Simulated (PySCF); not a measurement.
Species: CH₉Ge₂NO.
SMILES with atom numbers: `[CH3:1][GeH2:2][O:3][GeH2:4][NH2:5]` (hydrogens: H6, H7, H8 on C1; H9, H10 on Ge2; H11, H12 on Ge4; H13, H14 on N5)

Theory: PBE0-D3(BJ)/def2-SVP geometry optimisation, gas phase (PySCF).

Q: Give the optimised bond lengths and angles.

A: 
| bond | length (pm) |
| --- | --- |
| C1–Ge2 | 194.5 |
| Ge2–O3 | 178.7 |
| O3–Ge4 | 176.8 |
| Ge4–N5 | 183.3 |
| C1–H6, C1–H7, C1–H8 | 110.0 |
| Ge2–H9, Ge2–H10 | 154.3 |
| Ge4–H11, Ge4–H12 | 154.1 |
| N5–H13, N5–H14 | 101.5 |

Bonds in one row agree within 1 pm and their mean is given. A selection of angles:
| angle | degrees |
| --- | --- |
| Ge2–C1–H6 | 110.3 |
| Ge2–C1–H7 | 110.8 |
| H6–C1–H7 | 108.7 |
| C1–Ge2–O3 | 110.2 |
| C1–Ge2–H9 | 112.0 |
| O3–Ge2–H9 | 104.5 |
| O3–Ge2–H10 | 108.7 |
| H9–Ge2–H10 | 109.9 |
| Ge2–O3–Ge4 | 127.3 |
| O3–Ge4–N5 | 107.4 |
| O3–Ge4–H11 | 105.2 |
| O3–Ge4–H12 | 110.9 |
| N5–Ge4–H11 | 114.4 |
| N5–Ge4–H12 | 106.2 |
| H11–Ge4–H12 | 112.8 |
| Ge4–N5–H13 | 117.2 |
| Ge4–N5–H14 | 116.4 |
| H13–N5–H14 | 109.8 |

Dihedral angles: C1–Ge2–O3–Ge4 -42° (synclinal); Ge2–O3–Ge4–N5 -27° (synperiplanar). The mirror-image conformer, all signs reversed, is as good.

Ge4 (germanium bonded to N, O and 2 H) is distorted tetrahedral (angles from 105.2° to 114.4°). Ge2 (germanium bonded to C, O and 2 H) is distorted tetrahedral (angles from 104.5° to 112.0°). Of the pairs four or more bonds apart, N5···H8 is among the closest relative to their van der Waals radii: 2.86 Å, 104 % of the sum of Bondi's values. N5 (nitrogen bonded to Ge and 2 H) is pyramidal (angles 117.2°, 116.4° and 109.8°, sum 343.3°, 0.29 Å off the plane of its three neighbours).

Point group: C1 (no symmetry element, even within 0.4 Å). Stationary, but not proved a minimum. The numbers are those of one conformer (C1–Ge2–O3–Ge4 -42°, Ge2–O3–Ge4–N5 -27°, O3–Ge4–N5–H -84° and 143°).
